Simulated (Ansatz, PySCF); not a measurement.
C2H4Cl2Ge, SMILES C=[CH][GeH]([Cl])[Cl]. Atoms are numbered in the order given.

```xyz
9

Ge     0.1079    -0.3454    -0.3616
Cl     0.4223     1.7919    -0.4535
Cl     1.2971    -1.1326     1.2648
C     -1.7510    -0.6660     0.0200
C     -2.6463     0.3214     0.1399
H      0.6678    -0.9538    -1.6489
H     -2.0545    -1.7131     0.1521
H     -3.6992     0.1138     0.3639
H     -2.3610     1.3732     0.0229
```
Charge 0, spin multiplicity 1.

Geometry optimised at r2SCAN-D4/def2-SVP. The structure was generated by enumeration, and PubChem lists no compound with its InChIKey, so it may never have been made. The values are those of a single conformer.

Two levels are set side by side: PBE-D3(BJ)/def2-SVP (Ansatz, an electronic-structure program) and r2SCAN-D4/def2-SVP (Ansatz). Each level has its own optimised geometry; the coordinates shown are those of the second. Frequencies come from the Hessian of PySCF at each geometry. Differences are taken from unrounded values.

```json
[
 {"quantity": "mean bond length (Å)", "r2SCAN-D4": "1.551"},
 {"quantity": "bond Ge1–Cl2 (Å)", "r2SCAN-D4": "2.162"},
 {"quantity": "bond Ge1–Cl3 (Å)", "r2SCAN-D4": "2.163"},
 {"quantity": "bond Ge1–C4 (Å)", "r2SCAN-D4": "1.925"},
 {"quantity": "bond C4–C5 (Å)", "r2SCAN-D4": "1.338"},
 {"quantity": "bond Ge1–H6 (Å)", "r2SCAN-D4": "1.530"},
 {"quantity": "bond C4–H7 (Å)", "r2SCAN-D4": "1.098"},
 {"quantity": "bond C5–H8 (Å)", "r2SCAN-D4": "1.096"},
 {"quantity": "bond C5–H9 (Å)", "r2SCAN-D4": "1.096"},
 {"quantity": "highest harmonic wavenumber (cm⁻¹)", "r2SCAN-D4": "3228"},
 {"quantity": "mean harmonic wavenumber (cm⁻¹)", "r2SCAN-D4": "1108"},
 {"quantity": "zero-point energy (kcal/mol)", "r2SCAN-D4": "33.26"}
]
```

Problem. What does PBE-D3(BJ) give, and how far is it from r2SCAN-D4? (The exact figures need the calculation; the answer reports its results.)

Solution. 
```json
[
 {"quantity": "mean bond length (Å)", "PBE-D3(BJ)": "1.562", "PBE-D3(BJ) minus r2SCAN-D4": "0.011"},
 {"quantity": "bond Ge1–Cl2 (Å)", "PBE-D3(BJ)": "2.178", "PBE-D3(BJ) minus r2SCAN-D4": "0.016"},
 {"quantity": "bond Ge1–Cl3 (Å)", "PBE-D3(BJ)": "2.177", "PBE-D3(BJ) minus r2SCAN-D4": "0.014"},
 {"quantity": "bond Ge1–C4 (Å)", "PBE-D3(BJ)": "1.938", "PBE-D3(BJ) minus r2SCAN-D4": "0.014"},
 {"quantity": "bond C4–C5 (Å)", "PBE-D3(BJ)": "1.344", "PBE-D3(BJ) minus r2SCAN-D4": "0.006"},
 {"quantity": "bond Ge1–H6 (Å)", "PBE-D3(BJ)": "1.546", "PBE-D3(BJ) minus r2SCAN-D4": "0.016"},
 {"quantity": "bond C4–H7 (Å)", "PBE-D3(BJ)": "1.105", "PBE-D3(BJ) minus r2SCAN-D4": "0.006"},
 {"quantity": "bond C5–H8 (Å)", "PBE-D3(BJ)": "1.103", "PBE-D3(BJ) minus r2SCAN-D4": "0.007"},
 {"quantity": "bond C5–H9 (Å)", "PBE-D3(BJ)": "1.103", "PBE-D3(BJ) minus r2SCAN-D4": "0.007"},
 {"quantity": "highest harmonic wavenumber (cm⁻¹)", "PBE-D3(BJ)": "3156", "PBE-D3(BJ) minus r2SCAN-D4": "-72"},
 {"quantity": "mean harmonic wavenumber (cm⁻¹)", "PBE-D3(BJ)": "1077", "PBE-D3(BJ) minus r2SCAN-D4": "-31"},
 {"quantity": "zero-point energy (kcal/mol)", "PBE-D3(BJ)": "32.33", "PBE-D3(BJ) minus r2SCAN-D4": "-0.93"}
]
```
